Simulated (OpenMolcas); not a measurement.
Cr2+ with its 6 nearest chloride ions at 2.581 Å, on the Y site of Cs2NaYCl6 (a = 10.7396 Å, distance in the model lattice 2.619 Å). The rest of the host is ab initio model potentials to 7.6 Å, with orthogonalisation functions on the cations behind the ligands, and point charges beyond; the distance is set by hand and nothing relaxes, and no local charge compensation is placed. Ligand basis ANO-RCC-VDZP.

```yaml
Program: OpenMolcas
Method: CASSCF
Basis: ANO-RCC-VTZP [6s5p3d2f1g]
Scalar_Hamiltonian: DKH2, point nucleus
Active_space: 4 electrons in 5 orbitals (3d)
State_averaging: 2S+1 = 5 even, 5 roots; 2S+1 = 3 even, 45 roots; 2S+1 = 1 even, 50 roots
Spin-orbit_coupling: RASSI with atomic mean-field integrals over the reference wave functions
```

Problem. What is the spin-free ground state (labels of O, the rotations of Oh)?

Solution. 5E, 2-fold in its orbital part, 100 % from free-ion D terms; it has the highest spin that d4 allows.

Problem. Where is the first state of the same spin?

Solution. 5T2 at 5290 cm-1 above the ground state.

Problem. What are the lowest two levels with spin-orbit coupling?

Solution. A 1-fold level A1, then a 3-fold level T1 6.3 cm-1 above it. Their leading multiplicities are 5 (100 %) and 5 (100 %).

Problem. What is χT at 300 K, and how does it compare with the textbook value?

Solution. The lowest level has 2S+1 = 5, for which the spin-only value is χT = S(S+1) / 2 = 3.000 cm3 K/mol (g = 2). The computed 2.932 at 300 K differs by -0.068, through orbital momentum, spin-orbit coupling and any other state in reach.

Problem. Which ligand-field parameters describe the states?

Solution. A least-squares ligand-field fit to the states below 45000 cm-1, each weighted by its degeneracy and with a free common offset, gives 10Dq = 5466 cm-1, B = 986 cm-1 and C = 3716 cm-1 (C/B = 3.77), with an rms deviation of 81 cm-1. The same method and metal basis give the free ion B = 1039 cm-1 (fit to its terms below 60000 cm-1, rms deviation 51 cm-1), so the nephelauxetic ratio is β = 986 / 1039 = 0.95; it hangs on how both fits weigh the states, and computed free-ion B values tend to be too large, so β mixes covalency with correlation.

An orbital doublet at a regular site is open to a Jahn-Teller distortion, which this geometry leaves out. Without dynamic correlation the repulsion within the d shell is too large (B by tens of per cent), so at a given field states of lower spin stand too high. Ligand-to-metal charge-transfer states are missing. With no ligand orbital active B as a rule stays too high, so bands that hang on it stand too high and its fall with covalency is understated. With metal d orbitals alone and no dynamic correlation the field as a rule comes out too small, by tens of per cent, by up to half for chloride and softer ligands. No measured value stands beside these numbers; the geometry was set by hand and not optimised.
